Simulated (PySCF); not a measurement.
C2F3O2, SMILES C([O])(=O)C(F)(F)F (connectivity only; charge and spin as stated), charge -1, multiplicity 1. Heavy atoms are numbered as in [O:1][C:2](=[O:3])[C:4]([F:5])([F:6])[F:7].

Geometry: B3LYP-D3(BJ)/def2-SVPD. The multiplicity is an assumed one; other spin states were not compared. The isomer is the one that the SMILES or the coordinates give; other isomers of the formula were not compared.

Method: PBE0/def2-SVPD run with PySCF.

ESP charges are fitted to the potential on shells at 1.4 to 2.0 van der Waals radii. Atomic charges (e), one atom of each kind:

```
atom  IAO  ESP fit
----  ---  -------
O1      …    -0.73
C2      …     0.72
C4      …     0.47
F5      …    -0.24
```

Task: Complete the blanks. (The exact figures need the calculation; the answer reports its results.)

Result: 
- O1, IAO: -0.64
- C2, IAO: 0.48
- C4, IAO: 0.71
- F5, IAO: -0.31
